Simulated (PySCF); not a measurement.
**Induced dipoles and field energies**

Species: C₇H₁₀SSi.
Geometry (PBE0-D3(BJ)/def2-SVP, Å), atoms numbered from 1 in this order:
```xyz
19
C7H10SSi angstrom
Si    -2.6303    0.8074   -0.6561
C     -1.7524   -0.1694    0.7113
C     -0.2810   -0.2914    0.4412
C      0.2285   -1.3672   -0.2981
C      1.5898   -1.4460   -0.5771
C      2.4673   -0.4613   -0.1320
C      1.9729    0.6212    0.6040
S      3.0025    1.9194    1.2168
C      0.6037    0.6977    0.8823
H     -2.0607    2.1860   -0.7395
H     -2.4413    0.1211   -1.9699
H     -4.0953    0.9036   -0.3655
H     -2.2238   -1.1629    0.7779
H     -1.9392    0.3407    1.6699
H     -0.4482   -2.1480   -0.6539
H      1.9791   -2.2911   -1.1502
H      3.5338   -0.5368   -0.3559
H      4.1640    1.4427    0.7248
H      0.2179    1.5444    1.4573
```

Level: PBE0/def2-SVPD (PySCF); nuclei fixed, core orbitals frozen in the response. Permanent dipole (-0.006, -1.190, -0.161) D (1 au = 2.5417 D). Static polarisability (au):

```
x   170.50   9.94   7.63
y     9.94 128.65  18.72
z     7.63  18.72 102.79
```

Only the terms in μ and α are kept: μ(F) = μ + αF and ΔE = −μ·F − ½ F·αF.

Question: A field of 0.008 au (0.411 V/Å) is applied along each axis in both senses. Find the induced dipole, the size of the total dipole and the two energy terms.

Answer: 
| field along | induced x (D) | induced y (D) | induced z (D) | total size (D) | −μ·F (kJ/mol) | −½F·αF (kJ/mol) |
| --- | --- | --- | --- | --- | --- | --- |
| +x | 3.467 | 0.202 | 0.155 | 3.599 | +0.050 | -14.325 |
| −x | -3.467 | -0.202 | -0.155 | 3.755 | -0.050 | -14.325 |
| +y | 0.202 | 2.616 | 0.381 | 1.456 | +9.834 | -10.809 |
| −y | -0.202 | -2.616 | -0.381 | 3.850 | -9.834 | -10.809 |
| +z | 0.155 | 0.381 | 2.090 | 2.097 | +1.330 | -8.636 |
| −z | -0.155 | -0.381 | -2.090 | 2.750 | -1.330 | -8.636 |

Question: For the field (0.0032, 0.0072, 0.0016) au, what is the induced dipole, and what angle does it make with the field?

Answer: αF = (1.600, 2.511, 0.823) D, at 9.2° to the field. The polarisability along this direction, F·αF/F², is 149.22 au, against a mean of 133.98 au.

Question: At what field along the permanent dipole would the induced dipole along it equal the permanent one, in this linear picture?

Answer: The polarisability along the dipole is 133.27 au, so F = 0.4725 au / 133.27 au = 0.0035 au = 0.18 V/Å; higher-order terms are ignored.

Question: What field makes μF equal to kT at 400 K?

Answer: kT = 1.2667 × 10⁻³ Eh, so F = 0.00268 au = 13.8 MV/cm.

Question: Induction energy −ᾱe²/2R⁴ of a unit charge at 6 Å, the molecule taken as a point?

Answer: R = 11.34 bohr, so the energy is −134.0/(2 × 11.34⁴) Eh = -10.6 kJ/mol. The charge–dipole term at its most favourable orientation, −μe/R², is -9.65 kJ/mol.

Isolated species at its PBE0-D3(BJ)/def2-SVP geometry (one conformer only).
